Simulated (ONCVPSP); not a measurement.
# What one change does to a pseudopotential (manganese, ONCV)

* Element: manganese
* Generator: ONCVPSP 4.0.1
* Type: optimised norm-conserving Vanderbilt (ONCV)
* Functional: PBE
* Relativity: scalar-relativistic
* Frozen core: [Ne]
* Valence charge: 15
* Reference configuration: 3s2 3p6 3d5 (charge +2)
* Partial waves: 3s: rc 1.30 bohr, ncon 3, nbas 7, qcut 7.6 1/bohr, 2 projectors, debl 2.1 Ha; 3p: rc 1.40 bohr, ncon 4, nbas 7, qcut 12.4 1/bohr, 3 projectors, debl 3.5 Ha; 3d: rc 0.95 bohr, ncon 4, nbas 9, qcut 9.8 1/bohr, 3 projectors, debl 3.9 Ha
* Local potential: polynomial inside 0.90 bohr (lpopt 5, dvloc0 1 Ha)
* Core correction: Teter function, fcfact 1.5, rcfact 1.5

In the s channel the program set the typed energies aside and used -3.811, 0.250 Ha.

Change: p: nproj 1.

Cutoffs: the cutoffs (Ha) at which the residual kinetic energy of the hardest occupied pseudo-wave falls to 1 and 0.1 mHa per electron; they do not see the model core or the augmentation charge, which bear on the density cutoff. Errors are all-electron minus pseudo energies relative to the spin-unpolarised reference configuration.

Question: Predict the effect on cutoff, ghosts and configuration errors.

Answer: The potential gets neither clearly harder nor softer (313 Ha and 361 Ha → 313 Ha and 361 Ha); of the 4 tests that both files solve, the error grows in 1 and shrinks in 0 by more than 15 % and 0.3 meV (median size 8.1 → 8.9 meV); the range in which the p phases agree narrows (upper end at the end of the scan → 1.0); neither file shows a bound ghost.

```tsv
quantity	base	changed
cutoff, loose	313 Ha	313 Ha
cutoff, tight	361 Ha	361 Ha
bound ghosts	none	none
GHOST(+) flags under 300 eV	none	none
error for 3s2 3p6 3d5 4s2, meV [ΔE -24.02 eV]	+4.0	+4.0
error for 3s2 3p6 3d5 4s1, meV [ΔE -15.60 eV]	+2.0	+2.0
error for 3s2 3p6 3d4, meV [ΔE 32.52 eV]	+12	+14
error for 3s1 3p6 3d5 4s2, meV [ΔE 69.49 eV]	-155	-149
s: phases at 1.32 bohr within 0.05 rad from the reference energy up to (Ha; the scan ends near 5)	to the end of the scan	to the end of the scan
p: phases at 1.42 bohr within 0.05 rad from the reference energy up to (Ha; the scan ends near 5)	to the end of the scan	1.0
d: phases at 0.97 bohr within 0.05 rad from the reference energy up to (Ha; the scan ends near 5)	to the end of the scan	to the end of the scan
rms error of d²Exc/dni dnj with the model core, mHa	1.41	1.41
```
